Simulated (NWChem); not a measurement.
CrS₂F₂; SMILES [F][Cr]([F])(=[S])=[S]

```xyz
5

Cr     0.0000     0.0000    -0.2303
S      1.6137     0.0000     0.9164
S     -1.6137     0.0000     0.9164
F      0.0000     1.3905    -1.2048
F      0.0000    -1.3905    -1.2048
```
Atoms are numbered in this order, from 1.

Level: B3LYP/6-31G* (spherical d) (NWChem), optimised geometry, unscaled harmonic frequencies. B3LYP is NWChem's, with the RPA form of VWN correlation.

```json
[
 {"frequency (cm⁻¹)": "214", "IR intensity (km/mol)": "2.6"},
 {"frequency (cm⁻¹)": "226", "IR intensity (km/mol)": "0.0"},
 {"frequency (cm⁻¹)": "230", "IR intensity (km/mol)": "0.4"},
 {"frequency (cm⁻¹)": "247", "IR intensity (km/mol)": "0.4"},
 {"frequency (cm⁻¹)": "263", "IR intensity (km/mol)": "0.4"},
 {"frequency (cm⁻¹)": "561", "IR intensity (km/mol)": "2.1"},
 {"frequency (cm⁻¹)": "638", "IR intensity (km/mol)": "115.0"},
 {"frequency (cm⁻¹)": "779", "IR intensity (km/mol)": "147.4"},
 {"frequency (cm⁻¹)": "811", "IR intensity (km/mol)": "118.5"}
]
```

```
Item                                                                                Value
-----------------------------------------------------------------------  ----------------
zero-point energy                                                            5.7 kcal/mol
thermal correction to the enthalpy at 298.15 K (with zero-point energy)      9.9 kcal/mol
heat capacity Cv                                                         18.3 cal/(mol K)
entropy at 298.15 K and 1 atm (symmetry number 2)                        77.9 cal/(mol K)
dipole moment                                                                      0.82 D
```

Rigid rotor and harmonic oscillator.
